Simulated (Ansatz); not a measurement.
Correlation energies of CH₄AlSe (`[CH3][Al][SeH]`) radical by basis set

```xyz
7

C     0.896   -0.356    0.830
Al   -0.095    0.926   -0.282
Se   -1.854    0.003   -1.526
H     1.475   -1.024    0.184
H     0.195   -0.970    1.404
H     1.586    0.128    1.525
H    -2.203    1.292   -2.135
```

Charge 0, multiplicity 2. Correlated methods include outer-core shells of Se, which these sets cover unevenly. Scalar relativity is left out up to krypton. The geometry is a stationary point of PBE0-D4/def2-TZVP. It is one conformer, not always the lowest. Frozen core, unrestricted reference, Ansatz.

```
     basis      HF (Eh)  MP2 corr.  CCSD corr.       (T)  CCSD(T) total
  def2-SVP  -2681.57767   -0.42849    -0.45773  -0.01272    -2682.04812
def2-TZVPP  -2682.00490   -0.51021    -0.53895  -0.02089    -2682.56474
def2-QZVPP  -2682.06096   -0.82990           –         –              –
```
